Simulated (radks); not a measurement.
Question: These are the eigenvalues of the occupied orbitals of an atom or ion with whole-number occupations (hartree). Calculated with a radial shooting solver on a logarithmic mesh with Libxc functionals: Dirac Kohn-Sham, BLYP, spin-unpolarised, spherical densities, point nucleus.

orbital  eigenvalue
1s1/2     -490.2694
2s1/2     -64.55545
2p1/2     -58.23250
2p3/2     -56.48527
3s1/2      -9.61141
3p1/2      -7.41357
3p3/2      -7.16182
3d3/2      -3.34758
3d5/2      -3.30755
4s1/2      -1.52981
4p1/2      -1.04563
4p3/2      -1.02165

Which element is it, and in what charge state? The configuration may be excited. Open shells, if any, fill j = l - 1/2 first.

Answer: Z = 35, bromine, charge +2: Br2+ in [Ar] 3d10 4s2 4p3. The list shows which subshells hold electrons but not how many an open one holds; the 1s level, -490.27 hartree, gives Z - s = 31.3 by -(Z - s)^2/2, which with screening and relativity narrows Z to a few neighbours, and the depths of the outer levels then fix element, charge and occupations together.
